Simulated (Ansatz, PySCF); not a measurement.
Gas-phase reaction in SMILES: S[Si](S)(Cl)Cl + H+ → S[Si]([SH2+])(Cl)Cl
Each molecule is optimised on its own at B3LYP-D3(BJ)/def2-TZVP (Ansatz, an electronic-structure program), one conformer each, not searched for the lowest.

Quantity: proton affinity (enthalpy at 298 K, with B3LYP-D3(BJ) rigid-rotor harmonic-oscillator terms from PySCF), positive where the reaction releases energy, in kcal/mol. Cores are frozen in the correlated levels unless marked. Spin-orbit coupling is left out. Non-relativistic. Basis-set limits of correlation are two-point, X^-3; Hartree-Fock from the larger set.

```tsv
level	program	proton affinity (kcal/mol)	minus last row
SVWN5/def2-TZVPD	Ansatz	173.4	-4.0
PBE-D3(BJ)/def2-TZVPD	Ansatz + dftd3	181.1	3.7
BHLYP-D4/def2-TZVPD	Ansatz + dftd4	179.0	1.6
r2SCANh-D4/def2-TZVPD	Ansatz + dftd4	179.5	2.1
HSE06/def2-TZVPD	Ansatz	179.7	2.3
CAM-B3LYP-D3(BJ)/def2-TZVPD	Ansatz + dftd3	178.2	0.8
wB97X-V/def2-TZVPD	Ansatz	179.2	1.8
RPA@PBE/cc-pV(T+d)Z	Ansatz	186.4	9.0
MP2/cc-pV(T+d)Z	Ansatz	178.0	0.6
MP2/CBS(cc-pV(T+d)Z,cc-pV(Q+d)Z)	Ansatz	175.8	-1.6
RI-MP2/cc-pV(T+d)Z	Ansatz	178.0	0.6
RI-MP2/cc-pV(Q+d)Z	Ansatz	176.8	-0.6
SCS-MP2/cc-pV(D+d)Z	Ansatz	181.2	3.8
SCS-MP2/cc-pV(Q+d)Z	Ansatz	179.3	1.9
CCSD/cc-pV(T+d)Z	Ansatz	180.6	3.2
CCSD/cc-pVTZ	Ansatz	179.8	2.4
CCSD(T)/6-31G	Ansatz	158.1	-19.3
CCSD(T)/6-31G*	Ansatz	173.1	-4.3
CCSD(T)/cc-pV(T+d)Z	Ansatz	180.4	3.0
CCSD(T) with core electrons (1s frozen past Ne)/cc-pwCVTZ	Ansatz	180.5	3.1
CCSD(T)/CBS(cc-pV(T+d)Z,cc-pV(Q+d)Z)	Ansatz	177.4	0.0
```
